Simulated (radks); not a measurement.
Species: Pb3+. Configuration: [Xe] 4f14 5d10 6s1. All-electron calculation, scalar-relativistic Kohn-Sham, Slater X-alpha with alpha = 0.606, spin-unpolarised, spherical densities, point nucleus. Program: a radial shooting solver on a logarithmic mesh with Libxc functionals.

Radial electron density D(r) = 4 pi r^2 rho(r):

r (bohr),D(r) (e/bohr)
0.002308,38.13
0.002687,45.66
0.003103,53.66
0.003612,62.89
0.004171,72.19
0.004817,81.70
0.005608,91.49
0.006477,99.95
0.00754,107.3
0.008708,112.2
0.01014,114.5
0.01171,114.0
0.01363,110.9
0.01574,106.6
0.01832,102.7
0.02116,101.5
0.02464,105.0
0.02845,113.8
0.03286,126.8
0.03825,141.8
0.04418,152.4
0.05143,155.1
0.0594,148.3
0.06915,135.1
0.07986,124.1
0.09297,122.0
0.1074,130.4
0.125,142.3
0.1444,144.7
0.1667,131.6
0.1941,106.6
0.2241,86.97
0.2609,82.35
0.3013,90.43
0.3508,97.18
0.4051,90.61
0.4717,70.96
0.5447,50.13
0.6341,34.93
0.7323,28.26
0.8526,25.19
0.9846,22.13
1.137,17.75
1.324,12.59
1.529,8.295
1.78,4.918
2.055,2.776
2.393,1.376
2.763,0.6274
3.217,0.2318
3.715,0.07412
4.325,0.01728
4.995,0.003270
5.815,0.0003958

D(r) has 4 maxima, at r = 0.0106, 0.0498, 0.138, 0.354 bohr, and minima at 0.0207, 0.0886, 0.251 bohr, inside which lie 1.88, 11.00, 30.02 electrons.
